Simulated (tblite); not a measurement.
Compound: C₄H₆F₄OSi.
Atom-mapped SMILES: `[F:1]/[CH:2]=[C:3](\[F:4])[C@@H:5]([SiH3:6])[O:7][CH:8]([F:9])[F:10]` (hydrogens: H11 on C2; H12 on C5; H13, H14, H15 on Si6; H16 on C8)

Structure optimised with GFN2-xTB, isolated species.

Problem. What internal coordinates does the optimisation give?

Solution. 
```csv
bond,length (Å),order
F1–C2,1.338,single
C2=C3,1.326,double
C3–F4,1.351,single
C3–C5,1.490,single
C5–Si6,1.938,single
C5–O7,1.426,single
O7–C8,1.347,single
C8–F9,1.342,single
C8–F10,1.359,single
C2–H11,1.078,single
C5–H12,1.098,single
"Si6–H13, Si6–H14, Si6–H15",1.459,single
C8–H16,1.107,single
```

Bonds in one row agree within 0.01 Å and their mean is given. Orders are formal, as drawn. A selection of angles:
```csv
angle,degrees
F1–C2–C3,122.9
F1–C2–H11,113.6
C3–C2–H11,123.5
C2–C3–F4,121.2
C2–C3–C5,126.5
F4–C3–C5,112.2
C3–C5–Si6,111.8
C3–C5–O7,113.3
C3–C5–H12,107.8
Si6–C5–O7,103.2
Si6–C5–H12,110.9
O7–C5–H12,109.8
C5–Si6–H13,105.5
C5–Si6–H15,106.8
H13–Si6–H14,113.4
H13–Si6–H15,112.1
C5–O7–C8,117.0
O7–C8–F9,108.7
O7–C8–F10,112.0
O7–C8–H16,114.4
F9–C8–F10,105.5
F9–C8–H16,108.7
F10–C8–H16,107.1
```

Torsions: F1–C2–C3–F4 1° (synperiplanar); C2–C3–C5–Si6 -92° (anticlinal); C3–C5–O7–C8 76° (synclinal); C5–O7–C8–F9 150°.

The 4 C–F bonds span 1.338 Å (F1–C2, drawn single) to 1.359 Å (C8–F10, drawn single), a spread of 0.021 Å. Of the pairs four or more bonds apart, H12···H16 is among the closest relative to their van der Waals radii: 2.24 Å, 94 % of the sum of Bondi's values. The 2 C–C bonds span 1.326 Å (C2=C3, drawn double) to 1.490 Å (C3–C5, drawn single), a spread of 0.164 Å. Si6 (SiH3 silicon) is distorted tetrahedral (angles from 105.5° to 113.4°). The 2 C–O bonds span 1.347 Å (O7–C8, drawn single) to 1.426 Å (C5–O7, drawn single), a spread of 0.079 Å.

Point group: C1 (no symmetry element, even within 0.4 Å). Its GFN2-xTB frequencies are all real (lowest 22 cm⁻¹). One conformer, not necessarily the lowest.

The run took 1.2 s on one thread, Arm Neoverse V2 (aarch64), no GPU, on a shared host. That covers the optimisation of the geometry.

All values are computed, not measured.
